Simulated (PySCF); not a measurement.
C4H5BO, SMILES C#CB1COC1.

Geometry optimised at PBE0-D3(BJ)/def2-SVP. This is a generated structure with no PubChem entry under its InChIKey; it may be hypothetical.

Two levels are set side by side: TDA-PBE/def2-SVPD (PySCF) and TDA-B3LYP/def2-SVPD (PySCF). Vertical, same geometry. The lowest singlet is HOMO→LUMO 99 % with PBE and HOMO→LUMO 99 % with the other functional; states are paired by order. Differences are taken from unrounded values.

```json
[
 {"quantity": "lowest singlet excitation (eV)", "TDA-PBE": "3.05"},
 {"quantity": "lowest triplet excitation (TDA) (eV)", "TDA-PBE": "2.72"}
]
```

**Question.** These are the TDA-PBE values. What does TDA-B3LYP give? (Estimate from the structure and the level; the computed values follow.)

**Answer.** 
```
quantity                              TDA-B3LYP  TDA-PBE minus TDA-B3LYP
------------------------------------  ---------  -----------------------
lowest singlet excitation (eV)             3.98                    -0.93
lowest triplet excitation (TDA) (eV)       3.65                    -0.93
```

Functionals without exact exchange tend to place singlet excitations lower, as here. Differences between two approximate levels are no errors against the true value.

Rough cost on one machine, each run with all the roots and properties that it gave: TDA-B3LYP against TDA-PBE about 2 times.
